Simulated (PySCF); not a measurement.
Species: C3HCl2NO.
Atom-mapped SMILES: `[Cl:1][c:2]1[cH:3][n:4][c:5]([Cl:6])[o:7]1` (hydrogens: H8 on C3)

Computed with core-valence-separated Tamm–Dancoff BHandHLYP/aug-pcX-1 (pcseg-1 on H, def2-SVPD on Cl) in PySCF, non-relativistic, gas phase, PBE0-D3(BJ)/def2-SVP geometry. No empirical shift is added; at this level the pattern usually sits a few eV under experiment.

(1) What does the O 1s absorption edge look like?

(2) List the carbon K-edge absorption lines.

(3) What does the N 1s absorption edge look like?

Results:

(1) 
| E (eV) | f | core hole on | main final orbital | polarisation |
| --- | --- | --- | --- | --- |
| 533.23 | 0.0321 | O7 | LUMO (94 %) | out of plane |
| 535.84 | 0.0070 | O7 | LUMO+1 (47 %) | in plane |
| 536.70 | 0.0513 | O7 | spread | in plane |
| 536.92 | 0.0000 | O7 | LUMO+4 (64 %) | – |
| 536.95 | 0.0032 | O7 | LUMO+5 (65 %) | in plane |
| 537.61 | 0.0059 | O7 | LUMO+3 (48 %) | in plane |
| 537.90 | 0.0046 | O7 | LUMO+2 (55 %) | in plane |

The first line with a tenth or more of the strongest one's intensity is at 533.23 eV (f = 0.032), with the hole on O7 (furan-type oxygen), polarised out of plane: a 1s→π* resonance. The strongest listed is at 536.70 eV (f = 0.051; O7).

(2) 
```tsv
E (eV)	f	core hole on	main final orbital	polarisation
284.23	0.0593	C3	LUMO (45 %)	out of plane
285.72	0.0638	C2	LUMO (74 %)	out of plane
285.99	0.0753	C5	LUMO (72 %)	out of plane
286.81	0.0052	C3	LUMO (50 %)	out of plane
287.19	0.0218	C3	LUMO+3 (49 %)	in plane
287.27	0.0534	C2	spread	in plane
287.78	0.0059	C3	LUMO+1 (66 %)	in plane
288.11	0.0092	C3	LUMO+2 (44 %)	in plane
288.12	0.0443	C5	spread	in plane
288.74	0.0042	C3	LUMO+5 (62 %)	in plane
288.80	0.0064	C3	LUMO+4 (57 %)	out of plane
289.23	0.0013	C3	LUMO+6 (71 %)	in plane
289.28	0.0362	C2	LUMO+1 (38 %)	in plane
289.56	0.0008	C3	LUMO+8 (55 %)	–
289.70	0.0053	C3	spread	in plane
```

The first line with a tenth or more of the strongest one's intensity is at 284.23 eV (f = 0.059), with the hole on C3 (aromatic CH next to a ring nitrogen), polarised out of plane: a 1s→π* resonance. The strongest listed is at 285.99 eV (f = 0.075; C5, 1s→π*).

(3) 
```
E (eV)       f  core hole on  main final orbital  polarisation
397.42  0.0580            N4         LUMO (41 %)  out of plane
400.65  0.0046            N4         LUMO (57 %)  out of plane
401.42  0.0021            N4       LUMO+1 (48 %)      in plane
401.85  0.0020            N4       LUMO+3 (44 %)      in plane
402.27  0.0103            N4              spread      in plane
402.71  0.0000            N4       LUMO+5 (48 %)             –
402.95  0.0001            N4       LUMO+7 (59 %)             –
```

The first line with a tenth or more of the strongest one's intensity is at 397.42 eV (f = 0.058), with the hole on N4 (pyridine-type nitrogen), polarised out of plane: a 1s→π* resonance. It is also the strongest listed.

Roots within 0.03 eV whose holes lie on the same, on equivalent or on shared atoms are summed into one line, and the highest roots are left out, as the search may have cut off their partners. Final orbitals are the ground state's empty Kohn–Sham orbitals. A dash: too weak, shared between unlike atoms, or no plane or axis to refer to.

Problem. What is the summed oscillator strength of the listed O K lines, and their intensity-weighted mean energy?

Solution. Σf = 0.104 over 7 lines from 533.23 to 537.90 eV; the weighted mean is 535.68 eV. The strongest line holds 49 % of the sum.

Only the lowest roots of each edge were sought.

Hardware: Intel Xeon 6975P-C, one thread, shared host. Cost: 14 s of wall time, 0.95 GiB resident at most.
